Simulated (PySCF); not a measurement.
CH4AlGeN, CH4GeO, AlClGeH3, AlBClGeH4 (calculated)

Computed with PySCF 2.14.0. Calculation on a computer-drawn molecule: the log of a Hartree-Fock and frozen-core CCSD(T) single point meant for a local Hartree-Fock minimum, with one planted fault or none, to be diagnosed. Offsets are logged minus clean, where the clean run is the same molecule without the fault. The reference is restricted for singlets and unrestricted otherwise, and also for a bond in bohr or an excited solution. Adding or removing an electron swaps singlet and doublet. The excited solution moves the top pair (singlet) or top alpha electron (doublet) to the lowest empty orbital. Highest occupied and lowest empty are orbital energies over both spins, largest force is the largest gradient component, triples share is (T) over the correlation energy, the T1 limit is 0.02 restricted and 0.045 unrestricted, electrons count all cores, a negative frequency is imaginary (commonest isotopes), and the dipole is about the centre of nuclear charge; on germanium a core potential holds 10 electrons, which the energies leave out, and 3d is frozen in MP2 and coupled-cluster steps.

Common to all runs: meant basis and core potential on germanium cc-pVDZ-PP ECP10MDF; logged SCF converged yes; logged CC converged yes; logged SCF stable within its kind yes; possible faults no fault, one electron removed, one electron added, multiplicity raised by two, geometry at a saddle point, SCF held on an excited solution, minimal basis STO-3G, one bond length entered in bohr, all coordinates scaled.

(1) 
```xyz
8
formula=CH4AlGeN meant_charge=0 meant_multiplicity=1 meant_basis=cc-pV(D+d)Z logged_electrons=62 logged_basis_functions=94 logged_spin_squared=0 logged_highest_occupied=-7.1632 logged_lowest_empty=1.2998 logged_largest_force=4.053e-05 logged_lowest_frequency=73.224 logged_T1_diagnostic=0.023052 logged_D1_diagnostic=0.0733 logged_triples_share=0.03844 logged_dipole_magnitude=4.7946 logged_energy_HF=-629.89548 logged_energy_CCSD(T)=-630.40663 planted_fault=no_fault HF_energy_offset_from_clean_run=0 CCSD(T)_energy_offset_from_clean_run=0
C     -1.1037     0.1914     1.6205
Ge     0.0809    -1.1599     0.6991
N      0.3089    -0.3104    -0.8784
Al     0.6442     0.2928    -2.3550
H     -0.5841     1.1552     1.6718
H     -2.0137     0.3409     1.0279
H     -1.3853    -0.1145     2.6325
H      0.9707     0.8561    -3.7662
```

Units: logged_highest_occupied, logged_lowest_empty in eV; logged_largest_force in hartree/bohr; logged_lowest_frequency in cm⁻¹; logged_dipole_magnitude in debye; logged_energy_HF, logged_energy_CCSD(T) in hartree; HF_energy_offset_from_clean_run, CCSD(T)_energy_offset_from_clean_run in kcal/mol.

Drawn bonds:
```tsv
atom	other atom	order
1	2	1
2	3	1
3	4	2
1	5	1
1	6	1
1	7	1
4	8	1
```

Notes: T1 above single-reference limit.

(2) 
```xyz
7
formula=CH4GeO meant_charge=0 meant_multiplicity=1 meant_basis=cc-pVDZ logged_electrons=50 logged_basis_functions=71 logged_spin_squared=0 logged_highest_occupied=-9.0204 logged_lowest_empty=1.2687 logged_largest_force=0.0090455 logged_T1_diagnostic=0.017429 logged_D1_diagnostic=0.060807 logged_triples_share=0.02669 logged_dipole_magnitude=2.0231 logged_energy_HF=-408.44745 logged_energy_CCSD(T)=-408.90985 planted_fault=all_coordinates_scaled,by_+1.1_% HF_energy_offset_from_clean_run=0.4501 CCSD(T)_energy_offset_from_clean_run=-0.7542
C     -0.4953     0.5316    -1.6824
Ge    -1.2248    -0.1641     0.0806
O     -2.4920     1.0990     0.3385
H     -0.1016     1.5598    -1.5500
H     -1.3035     0.5770    -2.4401
H      0.3176    -0.1052    -2.0754
H     -2.5825     1.7864    -0.3225
```

Units: logged_highest_occupied, logged_lowest_empty in eV; logged_largest_force in hartree/bohr; logged_dipole_magnitude in debye; logged_energy_HF, logged_energy_CCSD(T) in hartree; HF_energy_offset_from_clean_run, CCSD(T)_energy_offset_from_clean_run in kcal/mol.

Drawn bonds:
```tsv
atom	other atom	order
1	2	1
2	3	1
1	4	1
1	5	1
1	6	1
3	7	1
```

(3) 
```xyz
6
formula=AlClGeH3 meant_charge=1 meant_multiplicity=1 meant_basis=cc-pV(D+d)Z logged_electrons=63 logged_basis_functions=84 logged_spin_squared=0.7821 logged_highest_occupied=-21.483 logged_lowest_empty=-13.92 logged_largest_force=0.042406 logged_T1_diagnostic=0.075753 logged_D1_diagnostic=0.4029 logged_triples_share=0.029035 logged_dipole_magnitude=2.29 logged_energy_HF=-995.78232 logged_energy_CCSD(T)=-996.08843 planted_fault=one_electron_removed HF_energy_offset_from_clean_run=351 CCSD(T)_energy_offset_from_clean_run=358.5
Cl    -0.3838     1.9891    -0.3078
Al     1.2114     0.8606    -0.9719
Ge     1.6084    -0.9378     0.8474
H      2.1307     0.8677    -2.2155
H      0.9346    -2.3050     0.8980
H      2.4866    -0.7628     2.0819
```

Units: logged_highest_occupied, logged_lowest_empty in eV; logged_largest_force in hartree/bohr; logged_dipole_magnitude in debye; logged_energy_HF, logged_energy_CCSD(T) in hartree; HF_energy_offset_from_clean_run, CCSD(T)_energy_offset_from_clean_run in kcal/mol.

Drawn bonds:
```tsv
atom	other atom	order
1	2	1
2	3	1
2	4	1
3	5	1
3	6	1
```

Notes: T1 above single-reference limit.

(4) 
```xyz
8
formula=AlBClGeH4 meant_charge=0 meant_multiplicity=2 meant_basis=cc-pV(D+d)Z logged_electrons=70 logged_basis_functions=103 logged_spin_squared=0 logged_highest_occupied=-15.607 logged_lowest_empty=-6.4325 logged_largest_force=0.042603 logged_T1_diagnostic=0.018414 logged_D1_diagnostic=0.054625 logged_triples_share=0.030196 logged_dipole_magnitude=6.6319 logged_energy_HF=-1021.55254 logged_energy_CCSD(T)=-1021.97762 planted_fault=one_electron_removed HF_energy_offset_from_clean_run=169 CCSD(T)_energy_offset_from_clean_run=169.4
Cl    -1.6566    -3.3077    -1.2841
Al     0.0818    -3.2596    -0.0463
B      0.5396    -1.5852     1.2004
Ge     1.7408     0.0273     0.6225
H      0.2245    -1.6313     2.3595
H      3.0231     0.0700     1.4675
H      2.1573    -0.0205    -0.8553
H      0.9715     1.3367     0.8523
```

Units: logged_highest_occupied, logged_lowest_empty in eV; logged_largest_force in hartree/bohr; logged_dipole_magnitude in debye; logged_energy_HF, logged_energy_CCSD(T) in hartree; HF_energy_offset_from_clean_run, CCSD(T)_energy_offset_from_clean_run in kcal/mol.

Drawn bonds:
```tsv
atom	other atom	order
1	2	1
2	3	1
3	4	1
3	5	1
4	6	1
4	7	1
4	8	1
```
